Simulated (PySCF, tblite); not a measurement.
Isomers of C8H6FP, one GFN2-xTB conformer each. Single-point energies are computed at PBE0/pcSseg-1 (PySCF, gas phase, no added dispersion term), electronic only.

| SMILES | GFN2-xTB relative energy (kcal/mol) |
| --- | --- |
| Fc1c[pH]c2ccccc12 | 0.0 |
| Fc1ccc(P2C=C2)cc1 | 49.6 |

Conformers: `[F:1][c:2]1[cH:3][cH:4][c:5]([P:6]2[CH:7]=[CH:8]2)[cH:9][cH:10]1` with C4–C5–P6–C7 39°.

**Question.** What does PBE0/pcSseg-1 give for the same structures?

**Answer.** 
| SMILES | PBE0/pcSseg-1 E (Eh) | PBE0/pcSseg-1 (kcal/mol) | GFN2-xTB (kcal/mol) | point group |
| --- | --- | --- | --- | --- |
| Fc1c[pH]c2ccccc12 | -748.99142 | 0.0 | 0.0 | – |
| Fc1ccc(P2C=C2)cc1 | -748.92558 | 41.3 | 49.6 | C1 |

Both levels put the same isomer lowest. As drawn, the higher has a three-membered ring, which the lower lacks.

**Question.** Which frontier levels, dipoles and rotational constants go with these structures?

**Answer.** 
| SMILES | HOMO (eV, PBE0/pcSseg-1) | LUMO (eV) | dipole (D) | A, B, C (MHz) |
| --- | --- | --- | --- | --- |
| Fc1c[pH]c2ccccc12 | -6.74 | -1.32 | 1.48 | 1780, 1174, 711.0 |
| Fc1ccc(P2C=C2)cc1 | -6.97 | -0.85 | 1.69 | 3547, 636.1, 559.6 |

**Question.** What happens when harmonic zero-point energies from GFN2-xTB frequencies are added?

**Answer.** 
```json
{"SMILES": "Fc1c[pH]c2ccccc12", "ZPE (kcal/mol)": "69.4", "electronic (kcal/mol)": "0.0", "with ZPE (kcal/mol)": "0.0"}
{"SMILES": "Fc1ccc(P2C=C2)cc1", "ZPE (kcal/mol)": "68.6", "electronic (kcal/mol)": "41.3", "with ZPE (kcal/mol)": "40.5"}
```

The zero-point energies span 0.8 kcal/mol. The order is unchanged.
